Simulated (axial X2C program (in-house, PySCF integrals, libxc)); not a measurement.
## Spin–orbit effects down a group: molecules with Sr, CCSD

All values come from calculations with an in-house relativistic program for diatomic molecules, spin-free (one-electron X2C) or two-component (2c: spin–orbit coupling with atomic mean-field Coulomb and Gaunt terms, which also bring small scalar terms), in Dyall basis sets with cores contracted in-house; open shells are unrestricted.

Basis sets: H dyall-v3z, K dyall-cv3z, Rb dyall-cv3z, Sr dyall-cv3z. Frozen shells (counts by l): SrH Sr 3s2p1d, H none, 11 electrons correlated; KSr Sr 4s3p1d, K 2s1p, 11 electrons correlated; RbSr Sr 4s3p1d, Rb 3s2p1d, 11 electrons correlated. Coupled cluster in natural virtuals with an MP2 remainder. Where the outer core of a metal is frozen, bonds come out longer and ionisation energies lower.

| molecule | spin-free state | Re (Å) | ωe (cm⁻¹) | De (eV) | 2c state | Re 2c (Å) | ωe 2c (cm⁻¹) | De 2c (eV) |
| --- | --- | --- | --- | --- | --- | --- | --- | --- |
| SrH | M_S = 1/2, Λ = 0 | 2.159 | 1198.5 | 1.71 | Ω = 1/2 | 2.159 | 1198.7 | 1.71 |
| KSr | M_S = 1/2, Λ = 0 | 4.549 | 49.0 | 0.13 | Ω = 1/2 | 4.548 | 49.2 | 0.13 |
| RbSr | M_S = 1/2, Λ = 0 | 4.771 | 35.1 | 0.11 | Ω = 1/2 | 4.768 | 35.5 | 0.11 |

Each entry is the lowest single determinant of a limited PBE0 search at one distance. De goes to single-determinant-based atoms at the same level (for ions the charge split of lowest energy) and is withheld (n/a) where an atom does not fit its ground term or J level. Main or longest-lived isotopes. One determinant is a doubtful description, or other states lie close, for KSr, RbSr; these need not be ground states, and all values refer to the states named.
